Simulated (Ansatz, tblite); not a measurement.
Cost and result up the ladder for `C=CCCCCCCCCCS` (34 atoms). Total charge 0; singlet. Geometry: r2SCAN-D4/def2-SVP.

```xyz
34

C     1.314   -2.097   -5.722
C     0.297   -1.645   -4.978
C     0.430   -0.824   -3.733
C    -0.143   -1.520   -2.493
C    -0.041   -0.676   -1.226
C    -0.609   -1.376    0.008
C    -0.424   -0.605    1.317
C    -1.155    0.738    1.361
C    -1.128    1.427    2.726
C     0.271    1.835    3.193
C     0.243    2.588    4.516
S     1.880    3.163    5.095
H     1.146   -2.707   -6.615
H     2.354   -1.873   -5.459
H    -0.731   -1.906   -5.272
H     1.492   -0.572   -3.563
H    -0.100    0.139   -3.871
H     0.382   -2.482   -2.345
H    -1.203   -1.780   -2.674
H     1.020   -0.416   -1.041
H    -0.561    0.285   -1.392
H    -1.686   -1.575   -0.152
H    -0.132   -2.368    0.106
H    -0.779   -1.231    2.157
H     0.658   -0.453    1.490
H    -0.727    1.424    0.607
H    -2.208    0.577    1.062
H    -1.767    2.328    2.686
H    -1.588    0.762    3.482
H     0.911    0.941    3.303
H     0.757    2.466    2.427
H    -0.353    3.513    4.422
H    -0.233    1.985    5.308
H     2.413    1.932    5.271
```

Ansatz on 4 threads of Arm Neoverse V2 on a shared host; xTB runs through tblite on one thread. Times are rough, summed over both states, and most runs start from the orbitals of an earlier one. PBE0-D4/def2-SVP serves as the yardstick here, not as an exact answer. The other state is a triplet.

The xTB rows come from tblite.

xTB has no spin-polarisation term.

| level | functions | wall time | vertical triplet (eV) | difference from PBE0-D4/def2-SVP (eV) |
| --- | --- | --- | --- | --- |
| GFN2-xTB | 75 | 0.048 s | 4.97 | 0.71 |
| GFN1-xTB | 97 | 0.073 s | 5.15 | 0.89 |
| PBE-D4/def2-SVP | 282 | 16 s | 4.44 | 0.18 |
| PBE0-D4/def2-SVP | 282 | 28 s | 4.26 | 0.00 |
